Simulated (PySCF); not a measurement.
Zn(Me)(OSiH3), SMILES [CH3][Zn][O][SiH3] (CH6OSiZn) at its CAM-B3LYP/def2-SVP optimised geometry (Å):

```
10

Zn    -0.4894     0.7432     0.0083
C     -1.1940     2.5259     0.0127
H     -1.1385     2.9719    -0.9913
H     -0.6296     3.1705     0.7025
H     -2.2477     2.5305     0.3286
O      0.1537    -0.8917     0.0000
Si     0.7525    -2.4020     0.0000
H      2.2477    -2.4020     0.0000
H      0.3094    -3.1700    -1.2039
H      0.3094    -3.1705     1.2036
```

Calculation: CAM-B3LYP/def2-TZVP in PySCF 2.14.0. Cells within 0.4 Å of a nucleus heavier than hydrogen are left out (blank, or x).

Map of the deformation density (molecule minus spherical neutral atoms) (e/bohr³) on the plane z = 0.0 Å:

```
|333333333333333333333333333|
|333333333333333333333333333|
|333333333333333333333333333|
|333333333333333333333333333|
|333333333333333333333333333|
|333333333233333333333333333|
|333333234445333333333333333|
|3333332388xx333333333333333|
|333333234566433333333333333|
|333333333356433333333333333|
|333333333341033333333333333|
|33333333333xx13333333333333|
|333333333331x02333333333333|
|333333333322134333333333333|
|333333333333566433333333333|
|3333333333335xx433333333333|
|333333333333477533333333333|
|333333333333356323333333333|
|333333333332223x36733333333|
|33333333333221xx48943333333|
|333333333333223224433333333|
|333333333333332222333333333|
|333333333333332222333333333|
|333333333333333333333333333|
|333333333333333333333333333|
|333333333333333333333333333|
|333333333333333333333333333|
```
Scale: ten equal steps from -0.039 (start of '0') to 0.076 (end of '9'), in the order '0123456789'; x runs from -5.50 to 5.50, y from -5.50 (bottom) to 5.50 (top).
